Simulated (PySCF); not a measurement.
Delta-SCF ions had no search for a lower state. Excitations are Tamm–Dancoff values on a coarser integration grid. The basis has no diffuse functions, so Rydberg states are missing or too high.

# C4H7NSi, SMILES `C(#N)/C(=C/C)[SiH3]` (charge 0, multiplicity 1)

All values below come from M06-2X/def2-TZVP // B3LYP-D3(BJ)/def2-TZVP (PySCF).

```json
{
 "HOMO": "-9.07 eV",
 "dipole_moment": "4.82 D",
 "HOMO–LUMO gap": "8.30 eV",
 "LUMO": "-0.77 eV",
 "S1 excitation (TDA)": "5.89 eV",
 "S1 oscillator strength": "0.001",
 "brightest of the four lowest singlets (TDA)": "6.34 eV",
 "T1 excitation (TDA)": "3.89 eV",
 "S1–T1 gap (TDA)": "1.99 eV",
 "vertical ionisation energy (Delta-SCF)": "10.05 eV",
 "total_energy": "-13627.83 eV",
 "cost": "around 26 core-minutes (rough)"
}
```

Bond lengths (Å): C1–C2 1.488, C1–H7 1.094, C1–H8 1.094, C1–H9 1.089, C2–C3 1.344, C2–H10 1.087, C3–Si4 1.890, C3–C5 1.426, Si4–H11 1.475, Si4–H12 1.480, Si4–H13 1.480, C5–N6 1.154. Angles (°): C2–C1–H7 110.2, C2–C1–H8 110.2, C2–C1–H9 113.1, H7–C1–H8 106.5, H7–C1–H9 108.3, H8–C1–H9 108.3, C1–C2–C3 125.8, C1–C2–H10 115.7, C3–C2–H10 118.4, C2–C3–Si4 124.1, C2–C3–C5 119.0, Si4–C3–C5 116.8, C3–Si4–H11 108.4, C3–Si4–H12 109.8, C3–Si4–H13 109.8, H11–Si4–H12 110.1, H11–Si4–H13 110.1, H12–Si4–H13 108.6, C3–C5–N6 177.5.
Charge 0, spin multiplicity 1.
